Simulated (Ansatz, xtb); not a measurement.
# Ligand exchange: CH2FI + H2O → CH3FO + HI

Species: CH2FI (fluoroiodomethane) `FCI`, singlet; H2O (water) `O`, singlet; CH3FO `OCF`, singlet; HI (hydrogen iodide), singlet. The partners trade I for OH: C–I and H–OH bonds give way to C–OH and H–I.

Shapes, held fixed at every level: PBE0-D4/def2-TZVP. Flexible molecules stand in one conformer, not always the lowest. Programs: Ansatz 0.2.0, xtb 6.7.1. The zero-point and thermal change to 298 K, harmonic and unscaled (PBE0-D4/def2-TZVP), is -3.8 kJ/mol.

Task: Estimate ΔH(298 K) of this reaction.

Result: The highest level, CCSD(T)/def2-TZVPP, gives ΔH(298 K) = -12.4 kJ/mol; the levels span -57.8 to -6.4. The column of differences is taken from that level and isn't an error. No measured value is set beside it here. For atoms past krypton def2 sets carry core potentials with scalar relativity. Correlated rows may include outer-core shells of I, which these sets cover unevenly.

```
               level                   kind  ΔH(298 K) (kJ/mol)  less CCSD(T)/def2-TZVPP
            GFN0-xTB         semi-empirical               -57.8                    -45.4
       HF/def2-TZVPP           Hartree–Fock               -30.1                    -17.7
   PBE-D4/def2-TZVPP                    GGA                -6.4                     +6.0
r2SCAN-D4/def2-TZVPP               meta-GGA               -11.0                     +1.4
 B3LYP-D4/def2-TZVPP          global hybrid               -10.1                     +2.3
   B2PLYP/def2-TZVPP          double hybrid               -11.7                     +0.7
        MP2/def2-SVP    perturbation theory               -38.0                    -25.6
  CCSD(T)/def2-TZVPP  coupled cluster or CI               -12.4                      0.0
```
